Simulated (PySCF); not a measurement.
# Electron correlation in B (boron, neutral)

[He] 2s2 2p1, 2P determinant. Computed with PySCF 2.14 in x2c-SVPall, with the spin-free X2C one-electron Hamiltonian (Gaussian nucleus). Frozen: 1s2; 3 electrons correlated.

MP2 pair energies summed by pair of shells (mhartree):

| pair | energy | share (%) |
| --- | --- | --- |
| 2s-2s | -21.67 | 60.4 |
| 2s-2p | -14.21 | 39.6 |

Total MP2 correlation energy: -35.88 mhartree.

Same-spin part -2.33 and opposite-spin part -33.55 mhartree; SCS-MP2 scales them by 1/3 and 6/5 to -41.04 mhartree.

| level | correlation energy (mhartree) |
| --- | --- |
| CCSD | -56.90 |
| (T) | -0.85 |
| CCSD(T) | -57.75 |

Diagnostics: T1 = 0.011, D1 = 0.0216, largest double amplitude 0.138.

**Question.** Is a single reference adequate?

**Answer.** Mostly. T1 lies below 0.03, but a double amplitude of this size points to a near-degeneracy that CCSD handles and MP2 describes poorly.
